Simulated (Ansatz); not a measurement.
Consider the substitution at a C–C bond: `CCCSCC` + `COB(O)F` → `COB(F)OC` + `CCSCC`.

Gas-phase electronic energies from Ansatz, PBE0-D4/def2-TZVP geometries. CCSD(T)/CBS is the MP2 limit (def2-TZVPP, def2-QZVPP) plus CCSD(T) − MP2 in def2-TZVPP, frozen cores. DFT in def2-TZVPP. B3LYP here is the variant with VWN-RPA as its local correlation; programs differ in this. HSE06 is defined as in plane-wave codes. Each species was taken in one conformer, which may not be the lowest.

`CCCSCC`:

Z-matrix (Å, degrees):
```
C
C 1 1.520
H 1 1.094 2 111.3
H 1 1.092 2 111.3 3 120.1
H 1 1.093 2 111.2 3 -119.8
C 2 1.518 1 112.0 3 59.6
H 2 1.095 1 109.4 3 -62.1
H 2 1.094 1 110.4 3 -178.8
S 6 1.804 2 115.3 1 176.6
H 6 1.094 2 110.8 1 -58.1
H 6 1.094 2 110.2 1 59.4
C 9 1.807 6 102.2 2 64.0
C 12 1.515 9 114.8 6 62.3
H 12 1.093 9 109.5 6 -63.7
H 12 1.093 9 103.6 6 -177.1
H 13 1.092 12 111.6 9 -64.9
H 13 1.092 12 110.9 9 55.5
H 13 1.094 12 110.5 9 175.8
```

`COB(O)F`:

Cartesian coordinates in Å:
```
C -1.031 0.564 0.689
O 0.373 0.630 0.536
B 1.039 -0.167 -0.317
O 0.416 -1.095 -1.094
F 2.366 -0.023 -0.385
H -1.260 0.319 1.728
H -1.476 -0.187 0.034
H -1.456 1.543 0.458
H 1.028 -1.583 -1.649
```

`COB(F)OC`:

Z-matrix (Å, degrees):
```
C
O 1 1.414
H 1 1.093 2 111.2
H 1 1.090 2 107.4 3 119.5
H 1 1.093 2 111.2 3 -121.1
B 2 1.349 1 120.4 3 60.8
O 6 1.353 2 121.5 1 -0.0
F 6 1.335 2 117.2 1 -180.0
C 7 1.414 6 122.6 2 -180.0
H 9 1.091 7 111.8 6 -0.4
H 9 1.092 7 108.9 6 -121.2
H 9 1.092 7 108.9 6 120.4
```

`CCSCC`:

```xyz
15

C     1.203    1.330    0.855
C     1.405    0.373   -0.302
S     0.105    0.414   -1.556
C    -1.342   -0.128   -0.622
C    -1.256   -1.538   -0.074
H     1.082    2.354    0.497
H     2.061    1.298    1.532
H     0.317    1.072    1.440
H     2.309    0.632   -0.860
H     1.540   -0.652    0.051
H    -1.555    0.593    0.172
H    -2.159   -0.046   -1.343
H    -1.057   -2.254   -0.874
H    -0.460   -1.633    0.668
H    -2.193   -1.816    0.416
```

```json
{"level": "LDA (SPW92)", "ΔE (kJ/mol)": "54.8", "difference from CCSD(T)/CBS": "-1.6"}
{"level": "PBE-D4", "ΔE (kJ/mol)": "51.9", "difference from CCSD(T)/CBS": "-4.5"}
{"level": "revPBE-D4", "ΔE (kJ/mol)": "52.1", "difference from CCSD(T)/CBS": "-4.3"}
{"level": "BLYP-D4", "ΔE (kJ/mol)": "45.2", "difference from CCSD(T)/CBS": "-11.2"}
{"level": "r2SCAN-D4", "ΔE (kJ/mol)": "51.9", "difference from CCSD(T)/CBS": "-4.5"}
{"level": "PBE0-D4", "ΔE (kJ/mol)": "54.3", "difference from CCSD(T)/CBS": "-2.1"}
{"level": "B3LYP-D4", "ΔE (kJ/mol)": "47.5", "difference from CCSD(T)/CBS": "-8.9"}
{"level": "r2SCANh-D4", "ΔE (kJ/mol)": "52.9", "difference from CCSD(T)/CBS": "-3.5"}
{"level": "r2SCAN0-D4", "ΔE (kJ/mol)": "54.3", "difference from CCSD(T)/CBS": "-2.1"}
{"level": "HSE06-D4", "ΔE (kJ/mol)": "54.2", "difference from CCSD(T)/CBS": "-2.2"}
{"level": "BHLYP-D4", "ΔE (kJ/mol)": "48.4", "difference from CCSD(T)/CBS": "-8.0"}
{"level": "CAM-B3LYP-D4", "ΔE (kJ/mol)": "48.0", "difference from CCSD(T)/CBS": "-8.4"}
{"level": "ωB97X-V", "ΔE (kJ/mol)": "50.2", "difference from CCSD(T)/CBS": "-6.2"}
{"level": "B2PLYP", "ΔE (kJ/mol)": "50.6", "difference from CCSD(T)/CBS": "-5.8"}
{"level": "PBE-QIDH", "ΔE (kJ/mol)": "57.3", "difference from CCSD(T)/CBS": "0.9"}
{"level": "PBE", "ΔE (kJ/mol)": "50.9", "difference from CCSD(T)/CBS": "-5.5"}
{"level": "revPBE", "ΔE (kJ/mol)": "49.4", "difference from CCSD(T)/CBS": "-7.0"}
{"level": "BLYP", "ΔE (kJ/mol)": "43.1", "difference from CCSD(T)/CBS": "-13.3"}
{"level": "r2SCAN", "ΔE (kJ/mol)": "51.5", "difference from CCSD(T)/CBS": "-4.9"}
{"level": "PBE0", "ΔE (kJ/mol)": "53.3", "difference from CCSD(T)/CBS": "-3.1"}
{"level": "B3LYP", "ΔE (kJ/mol)": "45.9", "difference from CCSD(T)/CBS": "-10.5"}
{"level": "r2SCANh", "ΔE (kJ/mol)": "52.5", "difference from CCSD(T)/CBS": "-3.9"}
{"level": "r2SCAN0", "ΔE (kJ/mol)": "53.8", "difference from CCSD(T)/CBS": "-2.6"}
{"level": "HSE06", "ΔE (kJ/mol)": "53.3", "difference from CCSD(T)/CBS": "-3.1"}
{"level": "BHLYP", "ΔE (kJ/mol)": "47.3", "difference from CCSD(T)/CBS": "-9.1"}
{"level": "CAM-B3LYP", "ΔE (kJ/mol)": "47.0", "difference from CCSD(T)/CBS": "-9.4"}
{"level": "RPA@PBE/def2-TZVPP", "ΔE (kJ/mol)": "49.7", "difference from CCSD(T)/CBS": "-6.7"}
{"level": "HF/def2-SVP", "ΔE (kJ/mol)": "40.2", "difference from CCSD(T)/CBS": "-16.2"}
{"level": "MP2/def2-SVP", "ΔE (kJ/mol)": "57.3", "difference from CCSD(T)/CBS": "0.9"}
{"level": "CCSD/def2-SVP", "ΔE (kJ/mol)": "50.4", "difference from CCSD(T)/CBS": "-6.0"}
{"level": "CCSD(T)/def2-SVP", "ΔE (kJ/mol)": "50.8", "difference from CCSD(T)/CBS": "-5.6"}
{"level": "HF/def2-TZVPP", "ΔE (kJ/mol)": "44.0", "difference from CCSD(T)/CBS": "-12.4"}
{"level": "CCSD/def2-TZVPP", "ΔE (kJ/mol)": "54.2", "difference from CCSD(T)/CBS": "-2.2"}
{"level": "CCSD(T)/def2-TZVPP", "ΔE (kJ/mol)": "54.9", "difference from CCSD(T)/CBS": "-1.5"}
{"level": "HF/def2-QZVPP", "ΔE (kJ/mol)": "43.7", "difference from CCSD(T)/CBS": "-12.7"}
{"level": "MP2/def2-QZVPP", "ΔE (kJ/mol)": "61.6", "difference from CCSD(T)/CBS": "5.2"}
{"level": "SCS-MP2/def2-QZVPP", "ΔE (kJ/mol)": "55.9", "difference from CCSD(T)/CBS": "-0.5"}
{"level": "HF/CBS(def2)", "ΔE (kJ/mol)": "43.6", "difference from CCSD(T)/CBS": "-12.8"}
{"level": "MP2/CBS(def2)", "ΔE (kJ/mol)": "62.3", "difference from CCSD(T)/CBS": "5.9"}
{"level": "CCSD/CBS(def2)", "ΔE (kJ/mol)": "55.7", "difference from CCSD(T)/CBS": "-0.7"}
{"level": "CCSD(T)/CBS", "ΔE (kJ/mol)": "56.4", "difference from CCSD(T)/CBS": "0"}
```

Largest T1 diagnostic among the species: 0.012.

From BLYP to BHLYP (50 % exact exchange), in def2-TZVPP and without D4, ΔE moves by +4.2 kJ/mol. In def2-TZVPP, CCSD(T) changes the Hartree–Fock value by +10.9 kJ/mol (the triples alone add +0.7 kJ/mol) and MP2 by +16.8 kJ/mol.
